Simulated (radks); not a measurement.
Results of a calculation; reference values are marked as such.
Task: The ytterbium ion Yb2+, [Xe] 4f14. Level of theory: non-relativistic Kohn-Sham, LDA (Slater exchange, Perdew-Wang correlation), spin-polarised, spherical densities, point nucleus (a radial shooting solver on a logarithmic mesh with Libxc functionals). Every spin shell is full or empty, so the densities are truly spherical. Functionals are evaluated on that one density, not self-consistently. Rank these orbital-free kinetic functionals by their error against the exact value of the orbitals, and give that value: Thomas-Fermi, TF + vW/9, LC94, APBEK, revAPBEK, Perdew 92, Thakkar, Pearson, PG1.

Result: Exact: 13382.2 hartree. From best to worst, with 100 (|E| - |E exact|)/|E exact| (equal figures are ties): APBEK -0.02, LC94 -0.06, revAPBEK +0.12, Perdew 92 -0.77, TF + vW/9 -0.78, Thakkar -0.81, Pearson -0.95, Thomas-Fermi -4.89, PG1 +13.00.
